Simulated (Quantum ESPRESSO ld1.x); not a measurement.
Task: The barium ion Ba+, configuration [Xe] 4f1 (not the ground configuration). All-electron calculation, scalar-relativistic Kohn-Sham, LDA (Slater exchange, Perdew-Wang correlation), spin-polarised, spherical densities, point nucleus; open shells are filled with parallel spins first. Program: ld1.x of Quantum ESPRESSO 7.5. Some entries of the table are withheld. Estimate them.

orbital,occ.,eigenvalue (eV),<r^2> (bohr^2),<1/r> (bohr^-1)
1s down,1,-37223.6,0.0008897,60.65
1s up,1,-37223.6,0.0008897,60.65
2s down,1,-5886.60,0.01423,13.95
2s up,1,-5886.60,0.01423,13.95
2p down,3,-5281.63,0.01130,13.27
2p up,3,-5281.63,0.01130,13.27
3s up,1,-1243.58,0.09767,5.036
3s down,1,-1243.51,0.09766,5.036
3p up,3,-1049.61,0.09766,4.780
3p down,3,-1049.54,0.09765,4.780
3d up,5,-767.141,0.08398,4.534
3d down,5,-767.084,0.08397,4.534
4s up,1,-245.485,0.5142,2.084
4s down,1,-245.245,0.5140,2.084
4p up,3,-182.922,0.5850,1.918
4p down,3,-182.674,0.5848,1.919
4d up,5,-92.1147,0.7513,1.650
4d down,5,-91.8555,0.7510,1.650
5s up,1,-37.6772,3.073,0.7990
5s down,1,-37.4210,3.076,0.7984
5p up,3,-22.9889,4.309,0.6696
5p down,3,-22.7484,4.310,0.6692
4f up,1,-2.2583,26.86,(1)
4f down,0,-2.0032,32.78,(2)

Result: 
(1) 4f up <1/r> (bohr^-1): 0.5670
(2) 4f down <1/r> (bohr^-1): 0.5384
